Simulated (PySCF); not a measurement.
Positional isomers: benzothiophene cyano+boryl. Gas-phase values, no solvent. One relaxed conformer stands for each flexible species; it need not be the lowest. Strings in code marks are SMILES.

Method: r2SCAN-D4/def2-TZVP // r2SCAN-D4/def2-SVP run with PySCF. All candidates: neutral, multiplicity 1. Excitations are Tamm–Dancoff values on a coarser integration grid. The basis has no diffuse functions, so Rydberg states are missing or too high.

```yaml
T1 excitation (TDA): 2.58 eV
S1 excitation (TDA): 3.35 eV
brightest of the four lowest singlets (TDA): 4.68 eV
```

Task: Which member has these values?
A) `Bc1cc2sccc2cc1C#N`
B) `Bc1cc(C#N)c2ccsc2c1`
C) `Bc1cc(C#N)cc2ccsc12`
D) `Bc1cc2ccsc2cc1C#N`

Result: C, `Bc1cc(C#N)cc2ccsc12`. The others give `Bc1cc2sccc2cc1C#N`: 2.78 eV, 3.59 eV, 4.62 eV; `Bc1cc(C#N)c2ccsc2c1`: 2.67 eV, 3.62 eV, 4.80 eV; `Bc1cc2ccsc2cc1C#N`: 2.88 eV, 3.56 eV, 4.73 eV
